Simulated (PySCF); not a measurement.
Species: C₂H₂FO₃S (doublet state).
Cartesian coordinates in Å at the GFN2-xTB level; atoms count from 1:
```xyz
9
C2H2FO3S angstrom
O     -1.0408    0.6107    1.3846
S     -0.8649    0.3862   -0.0154
O     -1.9875    0.3232   -0.8858
O      0.1509    1.4909   -0.5687
C      0.1147   -1.1683   -0.2550
C      1.3237   -1.2208    0.1567
F      2.0750   -0.3237    0.7528
H      0.6773    1.8512    0.1482
H     -0.4347   -1.9434   -0.7426
```

The hyperfine couplings belong to this conformer and change with its torsions.

As a line formula: `O=S(=O)(O)/C=[C]\F` [radical].

Computed, not measured: PySCF, UKS B3LYP, pcH-1 on C F H O S, non-relativistic, mean-field spin-orbit, GIAO. Isolated species at its GFN2-xTB geometry (one conformer only). Couplings are sensitive to structure, and on GFN2-xTB geometries they can be far from those on DFT ones. No stability test was run, so a lower SCF solution isn't excluded.

Principal values of hyperfine tensors in MHz (contact, dipolar and spin–orbit terms together), for some of the nuclei:

| atom | isotope | A1 | A2 | A3 |
| --- | --- | --- | --- | --- |
| C6 | 13C | 455.19 | 480.66 | 661.94 |
| F7 | 19F | 95.22 | 154.06 | 848.08 |
| C5 | 13C | 52.79 | 69.99 | 96.62 |
| S2 | 33S | 50.19 | 50.86 | 69.79 |
| H9 | 1H | 33.14 | 34.06 | 51.62 |
| O4 | 17O | -11.70 | -5.50 | -4.98 |
| O3 | 17O | -17.85 | 5.03 | 5.64 |
| H8 | 1H | -2.87 | -1.05 | 3.22 |

(1) Split each tensor into its isotropic and traceless parts, and turn a_iso into mT with g = 2.0031.

(2) What spin density at the nucleus of O4 lies behind its contact coupling (g_N = -0.75752)?

(3) O1 (17O, g_N = -0.75752) isn't in the table. Its spin density at the nucleus is 0.002156 bohr⁻³. What is its contact coupling?

(4) Name the largest traceless tensor T of the table and describe it.

(5) What first-order splitting does C5 cause when the field lies along A1, A2 or A3 of its tensor (g taken as isotropic, no quadrupole term)?

Answers

(1) a_iso = (A1 + A2 + A3)/3, Ti = Ai − a_iso; 1 mT corresponds to 28.036 MHz. The tensors hold a spin–orbit part: the run splits a_iso into a_FC + a_SO, and T includes its anisotropic share.

```csv
atom,a_iso (MHz),a_FC,a_SO,a_iso (mT),T1,T2,T3
C6,532.60,532.57,0.02,18.997,-77.41,-51.93,129.34
F7,365.79,364.85,0.94,13.047,-270.57,-211.73,482.29
C5,73.13,73.17,-0.03,2.609,-20.35,-3.14,23.49
S2,56.95,57.05,-0.11,2.031,-6.76,-6.09,12.85
H9,39.61,39.62,-0.01,1.413,-6.47,-5.55,12.02
O4,-7.39,-7.36,-0.04,-0.264,-4.31,1.90,2.41
O3,-2.39,-2.35,-0.05,-0.085,-15.46,7.42,8.03
H8,-0.23,-0.24,0.01,-0.008,-2.64,-0.81,3.45
```

(2) a_FC = 800.24 MHz bohr³ × g_N × ρ(0)/(2S). With a_FC = -7.36 MHz and 2S = 1, ρ(0) = 0.01214 bohr⁻³. The nuclear moment is negative, so coupling and spin density have opposite signs.

(3) By the same relation, a_FC = -1.31 MHz. Its full tensor has the principal values -9.30, 2.44, 2.83 MHz.

(4) F7: -270.6, -211.7, 482.3 MHz (the dipolar term alone has -272.4, -211.2, 483.5), rhombic: the two smaller values differ by 12 % of the largest.

(5) 2 lines (I = 1/2), spaced by |A_i|/(g × 13.996): 1.88, 2.50, 3.45 mT along the axes of A1, A2 and A3.
